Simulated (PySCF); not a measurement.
# Optical rotation: `CC[C@H](Br)[C@H](F)C#N`, C$_{5}$H$_{7}$BrFN

Cartesian coordinates in Å; atom numbers follow the order of the lines, from 1:
```xyz
15

C    -1.9557    0.7488   -0.1482
C    -0.6426    0.3747    0.5237
C     0.1884   -0.5815   -0.3198
Br   -0.7057   -2.3321   -0.4817
C     1.5893   -0.7915    0.2671
F     1.5150   -1.0753    1.6098
C     2.3756    0.4171    0.0635
N     2.9714    1.3737   -0.1163
H    -2.5159    1.4279    0.4885
H    -1.7725    1.2411   -1.1013
H    -2.5669   -0.1336   -0.3251
H    -0.8360   -0.0807    1.4977
H    -0.0442    1.2764    0.6890
H     0.2897   -0.2176   -1.3458
H     2.1055   -1.6395   -0.2079
```

Theory: TDDFT PBE0/def2-SVPD circular dichroism and optical rotation, one conformer, gas phase (PySCF). Geometry: GFN2-xTB.

The molecule is flexible and this is one conformer; a measurement averages over conformers. The calculation is non-relativistic, which matters for the atoms heavier than Zn.

Stereocentres: C3 S, C5 R.

Question: What is the specific rotation at 633, 589.3, 546, 436, 405, 365, 355 nm?

Answer: [α] in deg dm⁻¹ (g/mL)⁻¹:
| λ (nm) | origin-invariant length gauge | modified velocity gauge | length gauge (centre of mass) | isotropic polarisability (au) |
| --- | --- | --- | --- | --- |
| 633 | -64.3 | -67.6 | -64.9 | 87.5 |
| 589.3 | -75.2 | -79.1 | -75.9 | 87.8 |
| 546 | -89.2 | -93.8 | -90.0 | 88.2 |
| 436 | -150.8 | -158.0 | -152.2 | 89.7 |
| 405 | -180.9 | -189.2 | -182.5 | 90.4 |
| 365 | -236.5 | -246.8 | -238.6 | 91.6 |
| 355 | -254.8 | -265.7 | -257.1 | 92.0 |

Question: And for the mirror image at 589.3 nm?

Answer: +75.2 deg dm⁻¹ (g/mL)⁻¹ (origin-invariant length gauge): the same size and the opposite sign.

Question: What is the molar rotation [Φ] = [α]·M/100 of the geometry above at 589.3 nm?

Answer: With M = 180.02 g/mol, -135.4 deg cm² dmol⁻¹ (origin-invariant length gauge).

The first excitation lies at 5.86 eV (212 nm) with R = +1.8 × 10⁻⁴⁰ esu² cm² (velocity form).
